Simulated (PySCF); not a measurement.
MoNF₂, doublet: molecular constants

Computed with PySCF, UPBE0, basis Mo def2-TZVP with ECP28, N def2-TZVP, F def2-TZVP (scalar-relativistic core potentials, no spin–orbit coupling, density fitting).

The structure is a minimum.

```xyz
4
charge 0 multiplicity 2, angstrom
Mo   -0.0410    0.0000   -0.0260
N    -1.3998    0.0000   -0.8868
F    -0.3075    0.0000    1.8608
F     1.5511    0.0000   -1.0729
```

```
Point group                                                                   : C2v
Bond lengths                                                                  : Mo–F 1.905 Å (×2), Mo–N 1.609 Å
Bond angles                                                                   : F–Mo–F 131.4°, F–Mo–N 114.3° (×2)
Principal quadrupole moments (Buckingham, traceless) about the centre of mass : -10.54, -2.29, 12.84 D Å
Atomisation energy without zero-point energy                                  : 1412 kJ/mol
Rotational symmetry number                                                    : 2
Highest occupied level (α)                                                    : -7.34 eV
Rotational constants                                                          : 0.2844, 0.1471, 0.09697 cm⁻¹
Zero-point energy                                                             : 18.2 kJ/mol
Enthalpy at 298.15 K above 0 K                                                : 15.31 kJ/mol
Heat capacity Cp at 298.15 K                                                  : 65.2 J/(mol K)
Lowest empty level (α)                                                        : -4.70 eV
Spin squared ⟨S²⟩                                                             : 0.771
Principal polarisabilities                                                    : 22.4, 37.2, 43.0 bohr³
Entropy at 298.15 K and 1 bar (electronic part: spin only)                    : 310.9 J/(mol K)
Dipole moment                                                                 : 0.82 D
```

Harmonic modes (masses in u: Mo 97.905, N 14.003, F 18.998):
```json
{"symmetry": "b1", "ω (cm⁻¹)": "127", "IR (km/mol)": "68.0", "μ (u)": "23.30", "type": "bend"}
{"symmetry": "a1", "ω (cm⁻¹)": "169", "IR (km/mol)": "10.8", "μ (u)": "21.64", "type": "bend"}
{"symmetry": "b2", "ω (cm⁻¹)": "265", "IR (km/mol)": "1.6", "μ (u)": "15.99", "type": "bend"}
{"symmetry": "a1", "ω (cm⁻¹)": "629", "IR (km/mol)": "71.3", "μ (u)": "19.89", "type": "stretch"}
{"symmetry": "b2", "ω (cm⁻¹)": "660", "IR (km/mol)": "238", "μ (u)": "24.42", "type": "stretch"}
{"symmetry": "a1", "ω (cm⁻¹)": "1193", "IR (km/mol)": "93.3", "μ (u)": "15.69", "type": "stretch"}
```

In C2v the vibrations span b1 + 3a1 + 2b2. Here b1 is antisymmetric to the molecular plane and b2 lies in it.

Charges (e):
```
atom  Mulliken  Löwdin  polar tensor  spin (Mulliken)  Mayer order to Mo1
 Mo1      1.51    0.90          2.12             1.12                   –
  N2     -0.47   -0.24         -0.62            -0.22                2.79
F3,4     -0.52   -0.33         -0.75             0.05                0.74
```

Mulliken populations on Mo1 (electrons outside its core potential): s 2.10, p 6.18, d 4.14, f 0.06.

Formally Mo is in oxidation state +5, d1, with 1 unpaired electron. The Mulliken spin on Mo is 1.12. The polar-tensor charge on Mo, 2.12, is far below the formal one.

Other isomers or separated fragments may lie lower. With open d or f shells other occupations or spin states may lie lower.

The final relaxation and frequency run took 69 s on 4 threads of a shared Arm Neoverse V2 host, with 133 basis functions and 13 gradients; the process peaked at 1.4 GiB. Launch command: `OMP_NUM_THREADS=4 python axn.py task.json out`.
